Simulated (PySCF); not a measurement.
# Two-component Hartree-Fock for Tm²⁺ (thulium, charge +2)

Start: [Xe] 4f13; 4f5/2 filled at m_j = -5/2, -3/2, -1/2, +1/2, +3/2, +5/2; 4f7/2 filled at m_j = -5/2, -3/2, -1/2, +1/2, +3/2, +5/2, +7/2. Calculated with PySCF 2.14 in x2c-SVPall-2c (7s10p9d3f1g, 112 functions): generalised Hartree-Fock with the X2C-1e Hamiltonian and a Gaussian nucleus; one run each with spin-orbit coupling (SO) switched off, then screened by Boettger's factors.

| spinor shell | electrons | ε, spin-free (eV) | ε, screened SO (eV) | weight of nominal j (screened SO) | rms radius, screened SO (bohr) |
| --- | --- | --- | --- | --- | --- |
| 1s1/2 | 2 | -59703.3 | -59689.1 | 1.000 | 0.0227 |
| 2s1/2 | 2 | -10214.6 | -10210.2 | 1.000 | 0.0918 |
| 2p1/2 | 2 | -9018.8 | -9714.5 | 1.000 | 0.0783 |
| 2p3/2 | 4 | -9018.8 | -8728.5 | 1.000 | 0.0852 |
| 3s1/2 | 2 | -2361.6 | -2360.2 | 1.000 | 0.235 |
| 3p1/2 | 2 | -1992.6 | -2142.0 | 1.000 | 0.227 |
| 3p3/2 | 4 | -1992.6 | -1929.4 | 1.000 | 0.241 |
| 3d3/2 | 4 | -1533.9 | -1561.1 | 1.000 | 0.214 |
| 4s1/2 | 2 | -503.41 | -503.05 | 1.000 | 0.530 |
| 4p1/2 | 2 | -379.71 | -414.13 | 0.999 | 0.543 |
| 4p3/2 | 4 | -379.71 | -365.10 | 1.000 | 0.574 |
| 4d3/2 | 4 | -212.25 | -218.51 | 0.993 | 0.612 |
| 4d5/2 | 6 | -212.25 | -207.84 | 0.995 | 0.624 |
| 5s1/2 | 2 | -78.632 | -78.584 | 1.000 | 1.33 |
| 5p1/2 | 2 | -47.350 | -51.817 | 0.992 | 1.50 |
| 5p3/2 | 4 | -47.350 | -45.487 | 0.996 | 1.62 |
| 4f5/2 | 6 | -27.654 | -28.727 | 0.944 | 0.867 |
| 4f7/2 | 7 | -27.654 | -26.606 | 0.952 | 0.890 |

Problem. Where does 3d5/2 lie, and what is the 3d spin-orbit splitting (screened SO)?

Solution. At -1514.6 eV, 46.440 eV above 3d3/2.

```json
{"quantity": "E (hartree)", "spin-free": "-13556.17240", "screened SO": "-13568.10125"}
{"quantity": "M_J", "spin-free": "7/2", "screened SO": "7/2"}
{"quantity": "⟨J²⟩", "spin-free": "15.759", "screened SO": "15.759"}
{"quantity": "⟨L²⟩", "spin-free": "12.008", "screened SO": "12.107"}
{"quantity": "⟨S²⟩", "spin-free": "0.751", "screened SO": "0.849"}
```

Each row is a mean over spinors that exchange with the open shell spreads, by up to 9.455 eV (4d5/2).

Breit and QED terms are absent; they matter most for the inner s and p1/2 levels.

Densities and radii are taken from the X2C orbitals without a picture-change correction, which distorts them close to the nucleus.

Without spin-orbit coupling the j labels of p, d and f shells carry no meaning; the spin-free column gives the mean over the occupied spinors of each nl shell.
